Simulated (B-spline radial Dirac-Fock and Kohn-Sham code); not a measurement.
## Xe⁴¹⁺: scattering cross sections and density moments

System: xenon as Xe⁴¹⁺, configuration [Ne] 3s2 3p1.

Input of the calculation (task.json; shells as n, l, electrons):

```json
{"items": [{
  "Z": 54,
  "q": 41,
  "cfg": [[1, 0, 2], [2, 0, 2], [2, 1, 6], [3, 0, 2], [3, 1, 1]],
  "A": 132,
  "rrms": 4.7859,
  "do": ["scatter"],
  "s": [0.0, 0.09, 0.11, 0.13, 0.16, 0.2, 0.24, 0.3, 0.36, 0.44, 0.53, 0.65, 0.79, 0.97, 1.18, 1.43, 1.75, 2.13, 2.59, 3.16, 3.85, 4.69, 5.71],
  "pz": [0, 0.1, 0.14, 0.19, 0.26, 0.36, 0.49, 0.68, 0.93, 1.3, 1.8, 2.4, 3.3, 4.6, 6.3, 8.6, 12.0, 16.0, 22.0, 31.0, 42.0],
  "hv_scatter": [2000, 8047.8, 17479.3, 20000, 50000, 200000, 500000, 1000000]
}]}
```

Command: `python xray_run.py task.json out`

Method: Dirac-Fock densities. Computed with a radial B-spline solver.

```
Sum of ⟨r⟩                          : 1.676 bohr
Sum of ⟨r²⟩                         : 0.3514 bohr²
Sum of ⟨1/r⟩                        : 238.55 per bohr
Langevin diamagnetic susceptibility : -0.278 × 10⁻⁶ cm³/mol
Lamb shielding (α²/3)Σ⟨1/r⟩         : 4234 ppm
```

Coherent scattering is the Thomson cross section weighted by f₀², without anomalous dispersion; incoherent scattering is Klein-Nishina weighted by S. The Lamb formula is the non-relativistic shielding expression. Electron correlation is left out. A dash stands where the photon energy is too low for the impulse approximation behind that column.

| hν (keV) | coherent (b) | incoherent (b) | incoherent per electron (b) |
| --- | --- | --- | --- |
| 2 | 111.8 | – | – |
| 8.0478 | 103.8 | – | – |
| 17.4793 | 81.52 | 1.456 | 0.112 |
| 20 | 75.54 | 1.697 | 0.131 |
| 50 | 32.97 | 3.502 | 0.269 |
| 200 | 3.879 | 4.510 | 0.347 |
| 500 | 0.7179 | 3.583 | 0.276 |
| 1000 | 0.1872 | 2.695 | 0.207 |

Incoherent scattering overtakes coherent scattering between 50 and 200 keV.
